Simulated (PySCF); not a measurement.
C2H3O2, doublet, geometry from GFN2-xTB, with bond 4-3 at 1.3 times its length; PBE0/6-31G* (PySCF).

Here is a job for PySCF.
```python
from pyscf import gto, scf, dft

mol = gto.M(
    atom='''
C     0.047659    0.082433   -0.051182
O     0.272140    1.158506   -0.578460
O    -1.156745   -0.201742    0.493676
H    -1.927214    0.785089    0.355954
C     0.980188   -0.988971    0.064329
H     0.690192   -1.902860    0.547326
H     1.968976   -0.869389   -0.335668
''',
    basis='6-31g*',
    charge=0,
    spin=1,
    verbose=4,
)

mf = dft.UKS(mol)
mf.xc = 'pbe0'
mf = mf.newton()
mf.kernel()
mf.analyze()
```

What the program printed (banner, timings and long lists left out):

```
PySCF version 2.14.0

[INPUT] verbose = 4
[INPUT] num. atoms = 7
[INPUT] num. electrons = 31
[INPUT] charge = 0
[INPUT] spin (= nelec alpha-beta = 2S) = 1
[INPUT] symmetry False subgroup None
[INPUT] Mole.unit = angstrom
[INPUT] Symbol           X                Y                Z      unit          X                Y                Z       unit  Magmom
[...]
nuclear repulsion = 112.607837048864
number of shells = 30
number of NR pGTOs = 120
number of NR cGTOs = 62
basis = 6-31g*
ecp = {}

******** <class 'pyscf.soscf.newton_ah.SecondOrderUKS'> ********
method = SecondOrderUKS
initial guess = minao
damping factor = 0
level_shift factor = 0
DIIS = <class 'pyscf.scf.diis.CDIIS'>
diis_start_cycle = 1
diis_space = 8
diis_damp = 0
SCF conv_tol = 1e-09
SCF conv_tol_grad = None
SCF max_cycles = 50
direct_scf = True
direct_scf_tol = 1e-13
number electrons alpha = 16  beta = 15
XC library pyscf.dft.libxc version 7.1.2
    S. Lehtola, C. Steigemann, M. J. T. Oliveira, and M. A. L. Marques,  SoftwareX 7, 1–5 (2018)
XC functionals = pbe0
    C. Adamo and V. Barone,  J. Chem. Phys. 110, 6158 (1999)
    M. Ernzerhof and G. E. Scuseria,  J. Chem. Phys. 110, 5029 (1999)
radial grids:
    Treutler-Ahlrichs [JCP 102, 346 (1995); DOI:10.1063/1.469408] (M4) radial grids

becke partition: Becke, JCP 88, 2547 (1988); DOI:10.1063/1.454033
pruning grids: <function nwchem_prune>
grids dens level: 3
symmetrized grids: False
atomic radii adjust function: <function treutler_atomic_radii_adjust>
small_rho_cutoff = 0
******** <class 'pyscf.dft.uks.UKS'> Newton solver flags ********
SCF tol = 1e-09
conv_tol_grad = None
max. SCF cycles = 50
direct_scf = True
direct_scf_tol = 1e-13
max_cycle_inner = 12
max_stepsize = 0.05
ah_start_tol = 1e+09
ah_level_shift = 0
ah_conv_tol = 1e-12
ah_lindep = 1e-14
ah_start_cycle = 1
ah_max_cycle = 40
ah_grad_trust_region = 2.5
kf_interval = 4
kf_trust_region = 5
canonicalization = True
Set conv_tol_grad to 3.16228e-05
tot grids = 85824

Initial guess E= -227.946740676428  |g|= 0.638534
macro= 0  E= -228.117777753801  delta_E= -0.171037  |g|= 0.135461  3 KF 18 JK
macro= 1  E= -228.120396854918  delta_E= -0.0026191  |g|= 7.05521e-05  4 KF 15 JK
macro= 2  E= -228.120396854919  delta_E= -1.13687e-12  |g|= 8.54675e-06  1 KF 2 JK
Canonicalize SCF orbitals
macro X = 3  E=-228.120396854919  |g|= 8.54675e-06  total 9 KF 39 JK
converged SCF energy = -228.120396854919  <S^2> = 0.76003387  2S+1 = 2.0100088
**** SCF Summaries ****
[...]
Total Energy =                        -228.120396854919250
[...]
spin_pop of  1 O 2pz       0.14976
spin_pop of  1 O 3px      -0.00006
spin_pop of  1 O 3py       0.00007
spin_pop of  1 O 3pz       0.00026
spin_pop of  1 O 3dxy      0.00004
spin_pop of  1 O 3dyz      0.00003
spin_pop of  1 O 3dz^2     0.00011
spin_pop of  1 O 3dxz      0.00003
spin_pop of  1 O 3dx2-y2   -0.00001
spin_pop of  2 O 1s       -0.00000
spin_pop of  2 O 2s       -0.00032
spin_pop of  2 O 3s       -0.00004
spin_pop of  2 O 2px       0.00399
spin_pop of  2 O 2py       0.00365
spin_pop of  2 O 2pz       0.01526
spin_pop of  2 O 3px      -0.00001
spin_pop of  2 O 3py      -0.00001
spin_pop of  2 O 3pz      -0.00012
spin_pop of  2 O 3dxy      0.00001
spin_pop of  2 O 3dyz      0.00005
spin_pop of  2 O 3dz^2     0.00003
spin_pop of  2 O 3dxz     -0.00000
spin_pop of  2 O 3dx2-y2    0.00002
spin_pop of  3 H 1s       -0.00511
spin_pop of  3 H 2s       -0.00011
spin_pop of  4 C 1s       -0.00001
spin_pop of  4 C 2s        0.04193
spin_pop of  4 C 3s       -0.00071
spin_pop of  4 C 2px       0.09700
spin_pop of  4 C 2py       0.12637
spin_pop of  4 C 2pz       0.63940
spin_pop of  4 C 3px       0.00007
spin_pop of  4 C 3py       0.00019
spin_pop of  4 C 3pz       0.00252
spin_pop of  4 C 3dxy     -0.00002
spin_pop of  4 C 3dyz     -0.00038
spin_pop of  4 C 3dz^2    -0.00056
spin_pop of  4 C 3dxz     -0.00028
spin_pop of  4 C 3dx2-y2    0.00002
spin_pop of  5 H 1s       -0.02700
spin_pop of  5 H 2s        0.00014
spin_pop of  6 H 1s       -0.02715
spin_pop of  6 H 2s        0.00015
 ** Mulliken Spin Density (per atom)  **
spin density of  0 C =     -0.07080
spin density of  1 O =      0.20184
spin density of  2 O =      0.02251
spin density of  3 H =     -0.00522
spin density of  4 C =      0.90554
spin density of  5 H =     -0.02687
spin density of  6 H =     -0.02701
 ** Mulliken pop alpha/beta on meta-lowdin orthogonal AOs **
 ** Mulliken pop       alpha | beta **
In total            16.00000 | 15.00000
 ** Mulliken atomic charges   ( Nelec_alpha | Nelec_beta ) **
charge of  0C =      0.46132  (     2.73394      2.80474 )
charge of  1O =     -0.44160  (     4.32172      4.11988 )
charge of  2O =     -0.41665  (     4.21958      4.19707 )
charge of  3H =      0.31010  (     0.34234      0.34756 )
charge of  4C =     -0.20023  (     3.55289      2.64734 )
charge of  5H =      0.14026  (     0.41644      0.44330 )
charge of  6H =      0.14681  (     0.41309      0.44010 )
Dipole moment(X, Y, Z, Debye): -0.50153, -1.27301,  0.70735
```
